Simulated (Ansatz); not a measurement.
Consider the ligand exchange at a Ga–N bond: `[SiH3][N]([SiH3])[GaH2]` + `BN` → `B[NH][GaH2]` + `[SiH3]N[SiH3]`.

Computed with Ansatz on PBE0-D4/def2-TZVP structures; ΔE is electronic, products minus reactants. CBS: MP2 limit from def2 TZ/QZ plus the TZ coupled-cluster correction, frozen cores. This one scheme is used for every species. For Ga outer-core shells are correlated without core-valence functions, which leaves a few kJ/mol of doubt a bond. Scalar relativity is left out up to krypton.

| species | SCS-MP2/def2-TZVPP energy (Eh) |
| --- | --- |
| `[SiH3][N]([SiH3])[GaH2]` | -2561.02516 |
| `BN` | -81.86243 |
| `B[NH][GaH2]` | -2005.90564 |
| `[SiH3]N[SiH3]` | -636.97351 |

Q: Work out ΔE.

A: ΔE = (-2005.90564) + (-636.97351) − (-2561.02516) − (-81.86243) = 0.00844 Eh = +0.23 eV. CCSD(T)/CBS gives +0.26 eV.

Largest T1 diagnostic among the species: 0.014.

The D4 term adds +0.09 eV with B3LYP and +0.05 eV with PBE0; it sums over pairs of atoms, weighted by their polarisabilities, and B3LYP, whose exchange is more repulsive, gets the larger term. At CCSD(T), def2-SVP lies +0.03 eV from the extrapolated value and def2-TZVPP −0.00 eV. In def2-TZVPP, CCSD(T) changes the Hartree–Fock value by +0.16 eV (the triples alone add +0.03 eV) and MP2 by +0.17 eV.

B3LYP here is the variant with VWN-RPA as its local correlation; programs differ in this.
